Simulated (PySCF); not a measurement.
# Unknown compound

Molecular formula: C4H3F5O. Simulated spectra:

1H NMR (600 MHz, computed): δ 6.15 (m, 1H), 4.34 (m, 2H).

13C{1H} NMR (computed): δ 166.1, 131.6, 115.1, 71.9.

One averaged value for each set of equivalent atoms, single conformer, gas phase, relativity neglected. GFN2-xTB structure; shielding tensors at PBE0/pcSseg-1 (GIAO); PySCF 2.14.

Chemical shifts δ = σref − σ; 1H (31.72 ppm), 13C (186.93 ppm) against TMS, all at this level.

Task: Which of these isomers gave the spectra?
A. FC(F)(F)[C@H]1OCC1(F)F
B. FC(F)(F)C(F)(F)[C@@H]1CO1
C. FC(F)=COCC(F)(F)F
D. F[C@@H]1C[C@]1(F)OC(F)(F)F

Result: C. 

1. Rings plus π bonds: 1 (no ring in the answer).
2. 4 carbon signals for 4 carbons: no two carbons are equivalent.
3. Carbon types of the structure: 2 × C, 1 × CH, 1 × CH2, which accounts for all hydrogens.
4. δC 166.1: β carbon of an enol-ether or enamine type C=C.
5. δC 131.6: CF3 carbon; 3 electronegative neighbours deshield it.
6. δC 115.1: alkene carbon bearing oxygen; an sp2 carbon of a C=C bond.
7. δC 71.9: sp3 CH2 bonded to O; the inductive effect lowers its shielding.
8. δH 6.15: hydrogen on an alkene carbon bearing oxygen; attached to an sp2 carbon and in the plane of the double bond.

The others: FC(F)(F)[C@H]1OCC1(F)F would give 3 signals for carbon-bound and other non-exchanging H, not 2; F[C@@H]1C[C@]1(F)OC(F)(F)F would give 3 signals for carbon-bound and other non-exchanging H, not 2; FC(F)(F)C(F)(F)[C@@H]1CO1 would give 3 signals for carbon-bound and other non-exchanging H, not 2.

Splittings by 19F in the carbon and heteronuclear signals aren't shown, as no couplings were computed. Shifts are as computed. Against solution values, carbons near 30 ppm lie about +3 ppm off and those near 130 ppm about +5 ppm. Of 1309 compounds with measured shifts, 239 miss one by over three times the rms of a fit or turn the order of signals round; such compounds aren't used in these exercises. No couplings were computed; multiplicities are counted from neighbouring protons, with m where these are inequivalent, close in shift, in a saturated or five-membered ring or joined by F or P, and br s for small geminal =CH2 splittings.
